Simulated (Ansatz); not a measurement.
Ansatz results at the PBE0-D4/def2-TZVP geometry: size of the dipole moment (B3LYP/def2-TZVPP) 2.08 D; HOMO energy (PBE/def2-TZVPP) -5.62 eV; LUMO energy (ωB97M-V/def2-TZVPP) 0.51 eV.

Each molecule was computed in one conformer, which needn't be the lowest.

Which molecule gave them?
A. `[NH2][In]([Br])[Br]`
B. `C[O][InH][NH2]`
C. `N[CH](O)[InH2]`
D. `NC[O][InH2]`

B. The others give `N[CH](O)[InH2]`: 2.16, -5.59, 0.04; `NC[O][InH2]`: 1.94, -5.55, -0.18; `[NH2][In]([Br])[Br]`: 2.59, -6.61, -0.31.

B3LYP here is the variant with VWN-RPA as its local correlation; programs differ in this.
